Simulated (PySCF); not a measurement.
FS, doublet, geometry from GFN2-xTB; R2SCAN/aug-cc-pVDZ (PySCF).

The PySCF input:
```python
from pyscf import gto, scf, dft

mol = gto.M(
    atom='''
S    -0.000000   -0.000000   -0.585537
F     0.000000    0.000000    1.040954
''',
    basis='aug-cc-pvdz',
    charge=0,
    spin=1,
    verbose=4,
)

mf = dft.UKS(mol)
mf.xc = 'r2scan'
mf.kernel()
```

What does PySCF print? Leave out banner, timings and long lists.


```
PySCF version 2.14.0

[INPUT] verbose = 4
[INPUT] num. atoms = 2
[INPUT] num. electrons = 25
[INPUT] charge = 0
[INPUT] spin (= nelec alpha-beta = 2S) = 1
[INPUT] symmetry False subgroup None
[INPUT] Mole.unit = angstrom
[INPUT] Symbol           X                Y                Z      unit          X                Y                Z       unit  Magmom
[INPUT]  1 S      0.000000000000   0.000000000000  -0.585537000000 AA    0.000000000000   0.000000000000  -1.106504565799 Bohr   0.0
[INPUT]  2 F      0.000000000000   0.000000000000   1.040954000000 AA    0.000000000000   0.000000000000   1.967117968270 Bohr   0.0

nuclear repulsion = 46.8502551643261
number of shells = 16
number of NR pGTOs = 85
number of NR cGTOs = 50
basis = aug-cc-pvdz
ecp = {}

******** <class 'pyscf.dft.uks.UKS'> ********
method = UKS
initial guess = minao
damping factor = 0
level_shift factor = 0
DIIS = <class 'pyscf.scf.diis.CDIIS'>
diis_start_cycle = 1
diis_space = 8
diis_damp = 0
SCF conv_tol = 1e-09
SCF conv_tol_grad = None
SCF max_cycles = 50
direct_scf = True
direct_scf_tol = 1e-13
number electrons alpha = 13  beta = 12
XC library pyscf.dft.libxc version 7.1.2
    S. Lehtola, C. Steigemann, M. J. T. Oliveira, and M. A. L. Marques,  SoftwareX 7, 1–5 (2018)
XC functionals = r2scan
    J. W. Furness, A. D. Kaplan, J. Ning, J. P. Perdew, and J. Sun,  J. Phys. Chem. Lett. 11, 8208–8215 (2020)
    J. W. Furness, A. D. Kaplan, J. Ning, J. P. Perdew, and J. Sun,  J. Phys. Chem. Lett. 11, 9248–9248 (2020)
    J. W. Furness, A. D. Kaplan, J. Ning, J. P. Perdew, and J. Sun,  J. Phys. Chem. Lett. 11, 8208–8215 (2020)
    J. W. Furness, A. D. Kaplan, J. Ning, J. P. Perdew, and J. Sun,  J. Phys. Chem. Lett. 11, 9248–9248 (2020)
radial grids:
    Treutler-Ahlrichs [JCP 102, 346 (1995); DOI:10.1063/1.469408] (M4) radial grids

becke partition: Becke, JCP 88, 2547 (1988); DOI:10.1063/1.454033
pruning grids: <function nwchem_prune>
grids dens level: 3
symmetrized grids: False
atomic radii adjust function: <function treutler_atomic_radii_adjust>
small_rho_cutoff = 0
Set gradient conv threshold to 3.16228e-05
tot grids = 33144
init E= -498.027222664309

cycle= 1 E= -497.881346500909  delta_E= 0.146  |g|= 0.25  |ddm|= 0.988
cycle= 2 E= -497.730306497428  delta_E= 0.151  |g|= 0.679  |ddm|= 0.494
cycle= 3 E= -497.904585331236  delta_E= -0.174  |g|= 0.042  |ddm|= 0.398
cycle= 4 E= -497.905355836517  delta_E= -0.000771  |g|= 0.014  |ddm|= 0.0424
cycle= 5 E= -497.905474341333  delta_E= -0.000119  |g|= 0.00194  |ddm|= 0.0132
cycle= 6 E= -497.905478582786  delta_E= -4.24e-06  |g|= 0.000613  |ddm|= 0.00307
cycle= 7 E= -497.905478981701  delta_E= -3.99e-07  |g|= 0.000164  |ddm|= 0.000919
cycle= 8 E= -497.905479012106  delta_E= -3.04e-08  |g|= 5.18e-05  |ddm|= 0.000309
cycle= 9 E= -497.905479013776  delta_E= -1.67e-09  |g|= 5.79e-06  |ddm|= 6.25e-05
cycle= 10 E= -497.905479013867  delta_E= -9.11e-11  |g|= 2.58e-06  |ddm|= 3.05e-05
Extra cycle  E= -497.905479013907  delta_E= -3.97e-11  |g|= 3.57e-06  |ddm|= 2.2e-05
converged SCF energy = -497.905479013907  <S^2> = 0.75551883  2S+1 = 2.0055112
```
